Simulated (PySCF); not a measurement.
A structure optimised at B3LYP-D3(BJ)/def2-SVP, used in a PySCF frequency run:

```
Sn
F 1 1.9345
F 1 1.9345 2 102.51
O 1 1.9651 2 108.03 3 -113.93
H 4 0.9691 1 112.39 2 55.11
H 1 1.6961 2 112.32 3 120.77
```

Write its SMILES, formula and point group.

[OH][SnH]([F])[F], F2H2OSn, Cs

What are its rotational constants (standard atomic weights)?

4.4677, 4.3114, 2.8535 GHz
